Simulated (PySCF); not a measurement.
# How the functional moves excitation energies

Species: CH6GeO2Si.
Z-matrix (Å and degrees, PBE0-D3(BJ)/def2-SVP geometry), rows numbered from 1:
```
O 
C   1  1.2012
Ge  2  1.9993  1  120.42
O   3  1.7773  2  107.84  1   179.29
Si  4  1.6567  3  138.48  2   -85.68
H   2  1.1256  1  121.26  3  -179.74
H   3  1.5347  2  110.29  1   -64.40
H   3  1.5405  2  109.89  1    59.64
H   5  1.4974  4  110.77  3    66.85
H   5  1.4903  4  108.39  3  -173.46
H   5  1.4967  4  110.91  3   -53.25
```

Linear-response calculations in the def2-SVPD basis (PySCF; singlets by full response, triplets Tamm–Dancoff, core orbitals frozen in the response; HF means time-dependent Hartree–Fock). 'Strongest' is the level of largest summed f among the singlets computed (10 roots, of which the last may lack a degenerate partner); it can jump between rows when another state enters that window. S1 is the lowest singlet of each run and needn't be the same state throughout; f(S1) is that of one state. Isolated species at its PBE0-D3(BJ)/def2-SVP geometry (one conformer only). The LDA/def2-SVPD calculation is non-relativistic and has no spin–orbit coupling, an omission that weighs most on germanium.

| functional | kind | S1 (eV) | f(S1) | strongest (eV) | T1 (eV) | HOMO (eV) | gap (eV) | ionisation energy, ΔSCF (eV) |
| --- | --- | --- | --- | --- | --- | --- | --- | --- |
| LDA | LDA | 3.01 | 0.001 | 5.84 | 2.46 | -6.02 | 2.71 | 9.04 |
| PBE | GGA | 3.10 | 0.001 | 5.90 | 2.46 | -5.90 | 2.84 | 8.92 |
| B3LYP | global hybrid, 20% exact exchange | 3.25 | 0.001 | 6.51 | 2.61 | -7.09 | 4.92 | 9.37 |
| PBE0 | global hybrid, 25% exact exchange | 3.26 | 0.001 | 6.76 | 2.56 | -7.29 | 5.39 | 9.37 |
| BHandHLYP | global hybrid, 50% exact exchange | 3.40 | 0.001 | 7.59 | 2.74 | -8.66 | 7.96 | 9.57 |
| CAM-B3LYP | range-separated hybrid | 3.28 | 0.001 | 7.15 | 2.63 | -8.67 | 7.98 | 9.61 |
| wB97X-D | range-separated hybrid | 3.30 | 0.001 | 7.28 | 2.69 | -9.14 | 9.15 | 9.55 |
| LC-wPBE | range-separated hybrid | 3.29 | 0.001 | 7.92 | 2.58 | -9.91 | 10.50 | 9.71 |
| HF | Hartree–Fock | 3.63 | 0.001 | 9.06 | 2.93 | -10.80 | 12.80 | not settled |

S1 runs from 3.01 eV (LDA) to 3.63 eV (HF), a spread of 0.62 eV, while the orbital gap spreads over 10.1 eV. −ε(HOMO) comes closest to its own ΔSCF ionisation energy with LC-wPBE (+0.20 eV) and misses most with LDA (-3.02 eV). 'Not settled' means that the ion's SCF failed to converge or may have ended in another state than the lowest.
